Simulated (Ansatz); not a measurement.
Z-matrix (Å, degrees):
```
C
O 1 1.400
H 1 1.094 2 109.8
H 1 1.094 2 109.8 3 118.7
H 1 1.096 2 112.3 3 -120.6
Al 2 1.672 1 136.8 3 119.9
Br 6 2.257 2 118.8 1 0.0
H 6 1.564 2 119.7 1 -180.0
```

Total charge 0; spin multiplicity 1.

List the PBE0/def2-TZVPP orbital energies in eV (the Gaussian-basis code of Ansatz). (Estimate.)

Ansatz gave: Occupied: -13149.93, -1704.84, -1535.37, -1535.34, -1535.33, -1528.60, -522.57, -279.42, -238.66, -178.97, -178.87, -178.85, -114.43, -74.53, -74.41, -74.32, -72.48, -72.45, -72.43, -72.35, -72.35, -28.04, -21.36, -19.07, -13.79, -12.66, -12.62, -11.09, -9.53, -8.91, -8.67, -8.49, -8.42. Lowest empty: -0.88, -0.23, 1.05, 1.68, 2.86, 3.08, 3.37, 3.73.
